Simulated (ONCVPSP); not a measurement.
An all-electron radial function and its pseudo partner (germanium (Ge))

Columns: radius, all-electron u(r) and pseudo u(r) of the 3d shell (level -38.43 eV) of germanium in the configuration [Ne] 3s2 3p6 3d10 4s2 4p1; PW91, scalar-relativistic, ONCV scheme, ONCVPSP 4.0.1.

```tsv
r (bohr)	all-electron	pseudo
0.065	0.0638	0.0054
0.130	0.2807	0.0411
0.195	0.5527	0.1290
0.260	0.7957	0.2770
0.325	0.9752	0.4764
0.390	1.0878	0.7037
0.455	1.1422	0.9274
0.520	1.1517	1.1158
0.585	1.1293	1.2445
0.650	1.0861	1.3017
0.715	1.0302	1.2889
0.780	0.9676	1.2186
0.845	0.9021	1.1102
0.910	0.8363	0.9850
0.975	0.7721	0.8621
1.040	0.7105	0.7547
1.105	0.6521	0.6683
1.170	0.5974	0.6009
1.235	0.5463	0.5465
1.300	0.4989	0.4989
1.365	0.4552	0.4552
1.430	0.4149	0.4149
1.495	0.3780	0.3780
1.560	0.3441	0.3441
1.625	0.3131	0.3131
1.690	0.2847	0.2848
```

How many radial nodes do the two functions have?

The all-electron 3d function has n − l − 1 = 0; the pseudo-wave has 0.

At about which radius was the pseudo-wave matched?

1.30 bohr, where the columns begin to agree (steps of 0.07 bohr).

Is the pseudo-wave norm-conserving?

Yes: the ONCV scheme keeps the norm inside the radius equal to the all-electron one, which fixes the energy derivative of the logarithmic derivative at the level.
